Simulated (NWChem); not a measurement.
System: C2H3F3Si; SMILES C=C(F)[SiH](F)F

Output (shortened):

```
             Northwest Computational Chemistry Package (NWChem) 7.3.0
             --------------------------------------------------------

                             Geometry "geometry" -> ""
                             -------------------------

 Output coordinates in angstroms (scale by  1.889725989 to convert to a.u.)

  No.       Tag          Charge          X              Y              Z
 ---- ---------------- ---------- -------------- -------------- --------------
    1 C                    6.0000    -1.23075500    -1.56190600     0.56173600
    2 C                    6.0000    -0.08590200    -1.08022300     0.08129400
    3 F                    9.0000     0.96131600    -1.89065400    -0.14650900
    4 Si                  14.0000     0.20903400     0.71266000    -0.34473200
    5 F                    9.0000    -1.18703300     1.47788600    -0.08253400
    6 F                    9.0000     1.30680300     1.34968900     0.64855500
    7 H                    1.0000    -1.34976000    -2.62493000     0.79011700
    8 H                    1.0000    -2.06848000    -0.88415900     0.73424200
    9 H                    1.0000     0.65947400     0.94769500    -1.73150900

 Effective nuclear repulsion energy (a.u.)     305.6970913735

                              NWChem Property Module
                              ----------------------

  itol2e modified to match energy
  convergence criterion.

                                 NWChem DFT Module
                                 -----------------

 Summary of "ao basis" -> "ao basis" (spherical)
 ------------------------------------------------------------------------------
       Tag                 Description            Shells   Functions and Types
 ---------------- ------------------------------  ------  ---------------------
 C                          pcsseg-1                 7       17   3s3p1d
 F                          pcsseg-1                 7       17   3s3p1d
 Si                         pcsseg-1                10       24   4s5p1d
 H                          pcsseg-1                 3        5   2s1p

  itol2e modified to match energy
  convergence criterion.

            General Information
            -------------------
          SCF calculation type: DFT
          Wavefunction type:  closed shell.
          No. of atoms     :     9
          No. of electrons :    56
           Alpha electrons :    28
            Beta electrons :    28
          Charge           :     0
          Spin multiplicity:     1
          Use of symmetry is: off; symmetry adaption is: off
          Maximum number of iterations: 150
          AO basis - number of functions:   124
                     number of shells:    54
          Convergence on energy requested:  1.00D-07
          Convergence on density requested:  1.00D-05
          Convergence on gradient requested:  5.00D-04

              XC Information
              --------------
                        BHLYP Method XC Functional
                     Hartree-Fock (Exact) Exchange  0.500
                        Slater Exchange Functional  0.500 local
                    Becke 1988 Exchange Functional  0.500 non-local
              Lee-Yang-Parr Correlation Functional  1.000

             Grid Information
             ----------------
          Grid used for XC integration:  fine
          Radial quadrature: Mura-Knowles
          Angular quadrature: Lebedev.
          Tag              B.-S. Rad. Rad. Pts. Rad. Cut. Ang. Pts.
          ---              ---------- --------- --------- ---------
          C                   0.70       70          11.0       590
          F                   0.50       70          12.0       590
          Si                  1.10      123          11.0       770
          H                   0.35       60          12.0       590
          Grid pruning is: on
          Number of quadrature shells:   653
          Spatial weights used:  Erf1

      Superposition of Atomic Density Guess
      -------------------------------------

 Sum of atomic energies:        -663.71223156

      Non-variational initial energy
      ------------------------------

 Total energy =    -665.622861
 1-e energy   =   -1528.452751
 2-e energy   =     557.132798
 HOMO         =      -0.318843
 LUMO         =      -0.004900

   convergence    iter        energy       DeltaE   RMS-Dens  Diis-err
 ---------------- ----- ----------------- --------- --------- ---------
 d= 0,ls=0.0,diis     1   -666.8184406967 -9.73D+02  7.89D-03  1.13D+00
 d= 0,ls=0.0,diis     2   -666.8447477223 -2.63D-02  3.73D-03  1.10D+00
 d= 0,ls=0.0,diis     3   -666.9327782708 -8.80D-02  6.70D-04  2.15D-02
 d= 0,ls=0.0,diis     4   -666.9345580060 -1.78D-03  1.64D-04  9.52D-04
 d= 0,ls=0.0,diis     5   -666.9346375753 -7.96D-05  7.64D-05  2.10D-04
  Resetting Diis
 d= 0,ls=0.0,diis     6   -666.9346619046 -2.43D-05  1.89D-05  1.66D-05
 d= 0,ls=0.0,diis     7   -666.9346636292 -1.72D-06  4.34D-06  4.30D-07
 d= 0,ls=0.0,diis     8   -666.9346636587 -2.96D-08  1.81D-06  2.98D-07

         Total DFT energy =     -666.934663658720
      One electron energy =    -1531.626174769334
           Coulomb energy =      623.237941839530
    Exchange-Corr. energy =      -64.243522102372
 Nuclear repulsion energy =      305.697091373455

 Numeric. integr. density =       55.999998520121

                       DFT Final Molecular Orbital Analysis
                       ------------------------------------

 Vector   26  Occ=2.000000D+00  E=-4.856489D-01
              MO Center=  3.7D-01,  3.3D-01, -5.7D-01, r^2= 3.6D+00
   Bfn.  Coefficient  Atom+Function         Bfn.  Coefficient  Atom+Function
  ----- ------------  ---------------      ----- ------------  ---------------
   120      0.309221  9 H  s                 54      0.250354  4 Si s
   121      0.193777  9 H  s                101      0.188802  6 F  pz
    67     -0.185145  4 Si pz               104      0.172077  6 F  pz
    42     -0.167776  3 F  py                45     -0.158892  3 F  py
    53     -0.150631  4 Si s                 84      0.149855  5 F  pz

 Vector   27  Occ=2.000000D+00  E=-4.164506D-01
              MO Center=  1.6D-01, -3.5D-01, -3.0D-01, r^2= 3.4D+00
   Bfn.  Coefficient  Atom+Function         Bfn.  Coefficient  Atom+Function
  ----- ------------  ---------------      ----- ------------  ---------------
   120     -0.260770  9 H  s                 20      0.241148  2 C  s
    25      0.239997  2 C  py                66     -0.215712  4 Si py
    45     -0.202416  3 F  py                42     -0.200870  3 F  py
   121     -0.179974  9 H  s                 67      0.174440  4 Si pz
   110      0.149027  7 H  s                 28      0.144544  2 C  py

 Vector   28  Occ=2.000000D+00  E=-3.453515D-01
              MO Center= -5.3D-01, -1.3D+00,  2.7D-01, r^2= 1.9D+00
   Bfn.  Coefficient  Atom+Function         Bfn.  Coefficient  Atom+Function
  ----- ------------  ---------------      ----- ------------  ---------------
     9      0.289996  1 C  pz                26      0.283748  2 C  pz
    12      0.254653  1 C  pz                29      0.212932  2 C  pz
    46     -0.205716  3 F  pz                43     -0.180275  3 F  pz
     6      0.134645  1 C  pz                23      0.126426  2 C  pz
     7      0.103025  1 C  px                40     -0.099007  3 F  pz

[...]

          -----------------------------------------
          Chemical Shielding Tensors (GIAO, in ppm)
          -----------------------------------------

                                NWChem CPHF Module
                                ------------------

  scftype          =     RHF
  nclosed          =       28
  nopen            =        0
  variables        =     2688
  # of vectors     =        3
  tolerance        = 0.10D-03
  level shift      = 0.00D+00
  max iterations   =       50
  max subspace     =       30

 SCF residual:    1.5444499899187883E-004

Iterative solution of linear equations
  No. of variables     2688
  No. of equations        3
  Maximum subspace       30
        Iterations       50
       Convergence  1.0D-04

   iter   nsub   residual    time
   ----  ------  --------  ---------
     1      3    6.36D-01      61.4
     2      6    9.62D-02      66.5
     3      9    1.56D-02      71.9
     4     12    8.25D-04      77.0
     5     15    7.88D-05      82.0

      Atom:    1  C
        Diamagnetic
    265.2096      2.9069     -9.1107
      2.9069    257.9715     -4.1277
     -9.1107     -4.1277    245.8423

        Paramagnetic
   -211.7122     73.1966     31.0351
     73.1966   -277.8977      9.2317
     31.0351      9.2317    -93.0752

        Total Shielding Tensor
     53.4973     76.1035     21.9244
     76.1035    -19.9261      5.1039
     21.9244      5.1039    152.7671

           isotropic =      62.1128
          anisotropy =     147.7814

          Principal Components and Axis System
                 1           2           3
              160.6337     93.6613    -67.9567

      1         0.3018      0.7891     -0.5350
      2         0.1538      0.5135      0.8442
      3         0.9409     -0.3370      0.0336

      Atom:    2  C
        Diamagnetic
    264.1481     -5.1598     -8.8903
     -5.1598    262.1886     -2.7868
     -8.8903     -2.7868    240.3315

        Paramagnetic
   -245.9190     74.5672     20.7127
     74.5672   -324.8686      3.1423
     20.7127      3.1423   -164.2237

        Total Shielding Tensor
     18.2291     69.4073     11.8224
     69.4073    -62.6800      0.3556
     11.8224      0.3556     76.1078

           isotropic =      10.5523
          anisotropy =    -169.9337

          Principal Components and Axis System
                 1           2           3
             -102.7368     81.0234     53.3703

      1        -0.4997      0.3728      0.7818
      2         0.8656      0.1823      0.4663
      3         0.0313      0.9098     -0.4138

      Atom:    3  F
        Diamagnetic
    481.0113    -12.4180     -3.8067
    -12.4180    477.1250      2.5010
     -3.8067      2.5010    464.2877

        Paramagnetic
   -200.6375    -18.7704     64.6826
    -18.7704   -222.3651     38.5074
     64.6826     38.5074    -60.0905

        Total Shielding Tensor
    280.3738    -31.1885     60.8759
    -31.1885    254.7599     41.0085
     60.8759     41.0085    404.1972

           isotropic =     313.1103
          anisotropy =     180.1276

          Principal Components and Axis System
                 1           2           3
              433.1954    297.0177    209.1178

      1         0.3383      0.7203      0.6055
      2         0.1542     -0.6772      0.7194
      3         0.9283     -0.1500     -0.3402

      Atom:    4  Si
        Diamagnetic
    879.4448     -0.6692      1.6327
     -0.6692    879.3960      0.8526
      1.6327      0.8526    872.4196

        Paramagnetic
   -489.8657      3.2278     -5.8508
      3.2278   -488.4378    -19.8348
     -5.8508    -19.8348   -462.0057

        Total Shielding Tensor
    389.5791      2.5586     -4.2181
      2.5586    390.9582    -18.9823
     -4.2181    -18.9823    410.4139

           isotropic =     396.9837
          anisotropy =      38.6487

          Principal Components and Axis System
                 1           2           3
              422.7495    388.8454    379.3563

      1        -0.1471      0.9891      0.0017
      2        -0.5158     -0.0782      0.8531
      3         0.8440      0.1246      0.5217

      Atom:    5  F
        Diamagnetic
    483.2810    -11.4306     -3.3228
    -11.4306    470.9672      1.6929
     -3.3228      1.6929    461.2489

        Paramagnetic
    -88.6002     -9.8060     19.8029
     -9.8060   -135.9821     41.3401
     19.8029     41.3401   -132.2545

        Total Shielding Tensor
    394.6808    -21.2366     16.4801
    -21.2366    334.9851     43.0330
     16.4801     43.0330    328.9944

           isotropic =     352.8868
          anisotropy =      73.0992

          Principal Components and Axis System
                 1           2           3
              401.6195    374.4800    282.5607

      1         0.9616      0.1490     -0.2307
      2        -0.2681      0.6908     -0.6715
      3         0.0593      0.7075      0.7042

      Atom:    6  F
        Diamagnetic
    476.2587      7.8379     12.0956
      7.8379    468.8792      7.3101
     12.0956      7.3101    471.2325

        Paramagnetic
   -111.8474    -22.3168     21.7253
    -22.3168   -153.0394     40.0545
     21.7253     40.0545   -133.0872

        Total Shielding Tensor
    364.4114    -14.4789     33.8210
    -14.4789    315.8398     47.3646
     33.8210     47.3646    338.1454

           isotropic =     339.4655
          anisotropy =      79.0762

          Principal Components and Axis System
                 1           2           3
              392.1830    358.9725    267.2411

      1         0.6735     -0.6645     -0.3239
      2         0.2933      0.6424     -0.7081
      3         0.6786      0.3819      0.6275

      Atom:    7  H
        Diamagnetic
     26.4793      4.1305     -2.5770
      4.1305     38.6321     -4.5267
     -2.5770     -4.5267     22.9452

        Paramagnetic
      0.5511     -0.9518      1.1330
     -0.9518    -14.2108      3.4242
      1.1330      3.4242      2.2608

        Total Shielding Tensor
     27.0304      3.1787     -1.4440
      3.1787     24.4213     -1.1024
     -1.4440     -1.1024     25.2060

           isotropic =      25.5525
          anisotropy =       6.4723

          Principal Components and Axis System
                 1           2           3
               29.8674     24.5055     22.2848

      1         0.7710      0.3271     -0.5463
      2         0.5234      0.1630      0.8363
      3        -0.3626      0.9308      0.0456

      Atom:    8  H
        Diamagnetic
     36.9370     -5.6132     -4.6494
     -5.6132     30.0244      0.3086
     -4.6494      0.3086     22.1967

        Paramagnetic
     -9.6090      8.4092      3.3054
      8.4092     -5.0961     -1.2336
      3.3054     -1.2336      2.8275

        Total Shielding Tensor
     27.3279      2.7960     -1.3440
      2.7960     24.9283     -0.9249
     -1.3440     -0.9249     25.0242

           isotropic =      25.7601
          anisotropy =       5.9629

          Principal Components and Axis System
                 1           2           3
               29.7354     24.4601     23.0848

      1         0.7881      0.2855     -0.5453
      2         0.5213      0.1613      0.8380
      3        -0.3272      0.9447      0.0218

      Atom:    9  H
        Diamagnetic
     24.0912      0.7664     -4.3247
      0.7664     24.4868     -3.0541
     -4.3247     -3.0541     36.1068

        Paramagnetic
      0.4961     -0.3726      1.9873
     -0.3726     -0.3176      1.6430
      1.9873      1.6430     -4.8072

        Total Shielding Tensor
     24.5873      0.3939     -2.3374
      0.3939     24.1692     -1.4111
     -2.3374     -1.4111     31.2997

           isotropic =      26.6854
          anisotropy =       8.4177

          Principal Components and Axis System
                 1           2           3
               32.2972     23.9324     23.8266

      1        -0.2938     -0.5277      0.7970
      2        -0.1773      0.8494      0.4970
      3         0.9393     -0.0047      0.3431
```

Level: BHandHLYP/pcSseg-1, GIAO. The geometry was optimised at PBE0/def2-SVP. NWChem prints the field gradient with the sign opposite to the second derivative of the potential. The printed shielding anisotropy is the first printed principal value minus the mean of the other two.

Q: Write an input that gives this output.

A: This is not unique; one that fits is the input that was run:
```
start job
memory heap 200 mb stack 900 mb global 1100 mb
geometry units angstroms noautosym nocenter noautoz
  C     -1.230755    -1.561906     0.561736
  C     -0.085902    -1.080223     0.081294
  F      0.961316    -1.890654    -0.146509
  Si     0.209034     0.712660    -0.344732
  F     -1.187033     1.477886    -0.082534
  F      1.306803     1.349689     0.648555
  H     -1.349760    -2.624930     0.790117
  H     -2.068480    -0.884159     0.734242
  H      0.659474     0.947695    -1.731509
end
basis spherical
  * library pcsseg-1
end
dft
  xc bhlyp
  iterations 150
end
property
  shielding
  efieldgrad
end
task dft property
```
